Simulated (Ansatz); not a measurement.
Consider the substitution at a C–Si bond: `C[Si]SC` + `[OH][Sn][Br]` → `C[O][Sn][Br]` + `CS[SiH]`.

Isolated molecules relaxed with PBE0-D4/def2-TZVP in Ansatz; ΔE leaves out vibrations. CBS: MP2 limit from def2 TZ/QZ plus the TZ coupled-cluster correction, frozen cores. This one scheme is used for every species. Elements past krypton have def2 core potentials. For Br, Sn outer-core shells are correlated without core-valence functions, which leaves a few kJ/mol of doubt a bond. Scalar relativity is left out up to krypton. Each species was taken in one conformer, which may not be the lowest.

`C[Si]SC`:

Cartesian coordinates in Å:
```
C -1.677 1.518 -0.251
Si 0.102 0.948 -0.615
S 0.015 -0.845 0.491
C 1.667 -1.554 0.273
H -2.293 0.842 0.344
H -2.181 1.710 -1.205
H -1.624 2.487 0.260
H 1.575 -2.535 -0.193
H 2.139 -1.665 1.250
H 2.278 -0.906 -0.356
```

`[OH][Sn][Br]`:

Cartesian coordinates in Å:
```
O -0.673 -0.769 -0.023
Sn 0.045 1.020 -0.449
Br 2.157 0.712 0.885
H -1.530 -0.964 -0.414
```

`C[O][Sn][Br]`:

```xyz
7

C     0.318    0.488    0.699
O     0.845   -0.649    0.065
Sn    0.218   -1.741   -1.434
Br   -1.936   -0.496   -1.976
H     1.036    1.312    0.630
H    -0.630    0.814    0.257
H     0.150    0.271    1.759
```

`CS[SiH]`:

Z-matrix (Å, degrees):
```
C
S 1 1.812
H 1 1.090 2 110.6
H 1 1.090 2 108.9 3 -120.6
H 1 1.090 2 108.9 3 120.6
Si 2 2.094 1 103.9 3 -0.0
H 6 1.525 2 89.2 1 -180.0
```

```csv
species,HF/CBS(def2) energy (Eh)
`C[Si]SC`,-765.76323
`[OH][Sn][Br]`,-2861.40048
`C[O][Sn][Br]`,-2900.43665
`CS[SiH]`,-726.69985
```

Q: Work out ΔE.

A: ΔE = (-2900.43665) + (-726.69985) − (-765.76323) − (-2861.40048) = 0.02721 Eh = +71.4 kJ/mol. CCSD(T)/CBS gives +83.5 kJ/mol.

Largest T1 diagnostic among the species: 0.016.

In def2-TZVPP, CCSD(T) changes the Hartree–Fock value by +9.0 kJ/mol (the triples alone add +0.5 kJ/mol) and MP2 by +16.7 kJ/mol.
